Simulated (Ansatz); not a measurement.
Reaction (atomization): `[CH3][GeH2][O]C=S` → 2 C• + Ge• + 6 H• + O• + S•

Calculated with Ansatz (gas phase, PBE0-D4/def2-TZVP geometries, no zero-point term in ΔE). CCSD(T)/CBS is the MP2 limit (def2-TZVPP, def2-QZVPP) plus CCSD(T) − MP2 in def2-TZVPP, frozen cores. This one scheme is used for every species, atoms too. DFT in def2-TZVPP. B3LYP here is the variant with VWN-RPA as its local correlation; programs differ in this. No spin–orbit coupling; open shells (•) take unrestricted orbitals. Spin–orbit coupling would lower the free atoms: a little for C, O, S; clearly for Ge. Bonds to Ge are less sure, by a few kJ/mol each and by 10 to 20 or more in all where they break to atoms, as the def2 sets lack core-valence functions. Scalar relativity is left out up to krypton. Each species was taken in one conformer, which may not be the lowest.

`[CH3][GeH2][O]C=S`:

```xyz
11

C     1.204   -1.089    1.007
Ge   -0.150    0.270    0.772
O    -0.002    0.776   -0.977
C    -1.029    0.862   -1.792
S    -0.939    1.319   -3.338
H     0.984   -1.947    0.372
H     2.178   -0.684    0.734
H     1.234   -1.414    2.048
H     0.107    1.550    1.578
H    -1.595   -0.230    0.939
H    -1.993    0.588   -1.343
```

| level | ΔE (kJ/mol) |
| --- | --- |
| B3LYP-D4 | 3888.7 |
| ωB97M-V | 3902.8 |
| B2PLYP | 3856.6 |
| PBE | 3964.7 |
| PBE0 | 3881.5 |
| MP2/def2-QZVPP | 3929.3 |
| HF/CBS(def2) | 2755.8 |
| MP2/CBS(def2) | 3968.3 |

Q: What does CCSD(T)/CBS give? (Estimate.)

A: Ansatz gave: +3906.5 kJ/mol. The listed levels differ from it by -17.8, -3.7, -49.9, 58.2, -25.0, 22.8, -1150.7, 61.8 kJ/mol.

Largest T1 diagnostic among the species: 0.015.

From PBE to PBE0 (25 % exact exchange), in def2-TZVPP and without D4, ΔE moves by −83.3 kJ/mol: exact exchange takes away binding that semilocal exchange gives to molecules. The D4 term adds +36.9 kJ/mol with B3LYP and +19.5 kJ/mol with PBE0; it sums over pairs of atoms, weighted by their polarisabilities, and B3LYP, whose exchange is more repulsive, gets the larger term. In def2-TZVPP, CCSD(T) changes the Hartree–Fock value by +1060.6 kJ/mol (the triples alone add +73.4 kJ/mol) and MP2 by +1122.4 kJ/mol; breaking electron pairs costs correlation energy, which Hartree–Fock lacks.

For atomizations the MP2-based limit and the directly extrapolated one differ by several kJ/mol either way, and by 10 to 25 for some Ge, Se and Sn compounds, so smaller differences from it don't rank the levels.
